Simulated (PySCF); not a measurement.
Input of a run (PBE0-D3(BJ)/def2-SVP geometry optimisation, gas phase, def2 core potentials past Kr (PySCF 2.14.0)), started from GFN2-xTB:
```
{"job": {"xc": "PBE0", "basis": "def2-SVP", "d3": "d3bj", "grid": 1, "maxiter": 30, "shake": 0.01, "kind": "geom"}, "charge": 0, "multiplicity": 1}
C     -1.735770    -0.656970    -0.140540
C     -0.564920    -0.237180    -0.951020
O     -0.559680    -0.285400    -2.170030
Si     1.046240     0.392790    -0.050310
Te     2.260490     0.742480    -2.142870
H     -2.072450     0.221760     0.458630
H     -1.462320    -1.435410     0.534020
H     -2.562260    -0.951280    -0.785100
H      1.451670    -0.648260     0.901350
H      0.638470     1.548240     0.777510
H      3.598630     1.283410    -1.327550
```

Output (energies in Eh, forces in Eh/bohr):
```
step   0  E = -712.06650893  max force = 0.029471
step   1  E = -712.07124983  max force = 0.003167
step   2  E = -712.07135624  max force = 0.001652
step   3  E = -712.07134736  max force = 0.001715
step   4  E = -712.07138299  max force = 0.000202
step   5  E = -712.07138311  max force = 0.000077
optimisation converged
```

Task: Summarise the run.

Result: The energy falls by 0.133 eV over 6 energy and gradient evaluations, the largest force component goes from 0.0295 to 7.7e-05 Eh/bohr, and the atoms move by 0.106 Å rms after alignment. The bond that changes most is Si4–Te5 (ends: SiH2 silicon; tellurium bonded to Si and H), which lengthens by 0.043 Å. Bonds longer at the end by more than 0.005 Å: 7 of 10; shorter: 2. Among the angles that change most is Te5–Si4–H9, from 121.3° to 114.5°. The energy rose by more than 1e-6 Eh at step 3. The first step brought 97 % of the lowering.

Task: What are the final bond lengths?

Result: C1–C2 1.504 Å, C2=O3 1.210 Å, C2–Si4 1.949 Å, Si4–Te5 2.487 Å, C1–H6 1.102 Å, C1–H7 1.102 Å, C1–H8 1.099 Å, Si4–H9 1.497 Å, Si4–H10 1.497 Å, Te5–H11 1.670 Å. Numbering counts from 1 in the input's order; the species is `CC(=O)[SiH2][TeH]`.

The run used 116 basis functions and 42 SCF cycles in all.

Stationary, but not proved a minimum. One conformer, not necessarily the lowest.

The values belong to the conformer `[CH3:1][C:2](=[O:3])[SiH2:4][TeH:5]`: C1–C2–Si4–Te5 179°.
